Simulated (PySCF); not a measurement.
H7NO2Si2, SMILES N[Si](O)(O)[SiH3].

Geometry: TPSSh-D3(BJ)/def2-SVP. This is a generated structure with no PubChem entry under its InChIKey; it may be hypothetical. The values are those of a single conformer.

Two levels are set side by side: PBE/def2-TZVP (PySCF) and r2SCAN/def2-TZVP (PySCF). Same geometry, gas phase. Differences are taken from unrounded values.

| quantity | PBE |
|---|---|
| orbital gap (eV) | 5.78 |
| highest occupied level (eV) | -6.17 |
| lowest empty level (eV) | -0.39 |
| dipole moment (D) | 3.19 |
| mean polarisability (bohr³) | 72.5 |

Question: These are the PBE values. What does r2SCAN give? (Estimate from the structure and the level; the computed values follow.)

Answer: 
| quantity | r2SCAN | PBE minus r2SCAN |
|---|---|---|
| orbital gap (eV) | 6.38 | -0.61 |
| highest occupied level (eV) | -6.45 | 0.28 |
| lowest empty level (eV) | -0.06 | -0.33 |
| dipole moment (D) | 3.24 | -0.05 |
| mean polarisability (bohr³) | 69.7 | 2.8 |

Rough cost on one machine, each run with all the roots and properties that it gave: r2SCAN against PBE about 3 times.
